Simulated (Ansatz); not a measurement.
ZnMe(SiH3) (CH6SiZn). Charge 0, multiplicity 3. Geometry PBE-D4/def2-SVP, that of the neutral singlet; atoms count from 1.

| atom | x (Å) | y (Å) | z (Å) |
| --- | --- | --- | --- |
| Zn1 | 0.157 | -0.017 | 0.191 |
| C2 | 1.370 | -0.163 | 1.715 |
| H3 | 0.885 | 0.187 | 2.650 |
| H4 | 2.285 | 0.447 | 1.562 |
| H5 | 1.690 | -1.214 | 1.875 |
| Si6 | -1.326 | 0.158 | -1.661 |
| H7 | -0.663 | -0.198 | -2.971 |
| H8 | -1.877 | 1.556 | -1.830 |
| H9 | -2.522 | -0.755 | -1.529 |

At PBE0-D4/def2-TZVP a singlet of charge 0 lies 4.39 eV below the triplet at the same geometry.

Estimate the Mulliken populations from the PBE0/def2-TZVP orbitals of Ansatz.


```csv
atom,charge (e),spin (α − β),d electrons
Zn1,-0.03,0.83,10.01
C2,-0.50,0.32,–
H3,0.17,0.00,–
H4,0.15,0.00,–
H5,0.16,0.00,–
Si6,0.02,0.71,–
H7,0.01,0.07,–
H8,0.01,0.07,–
H9,0.01,0.01,–
```
Mulliken values and Mayer orders depend strongly on the basis.

Where does the spin sit?

Summed by element: Zn 0.83, C 0.32, H 0.14, Si 0.71, of 2 unpaired in all. Largest on single atoms: Zn1 0.83, Si6 0.71, C2 0.32.

And the Mayer bond orders between bonded heavy atoms (over 0.3)?

Zn1–C2 0.90 (1.95 Å); Zn1–Si6 0.94 (2.38 Å).
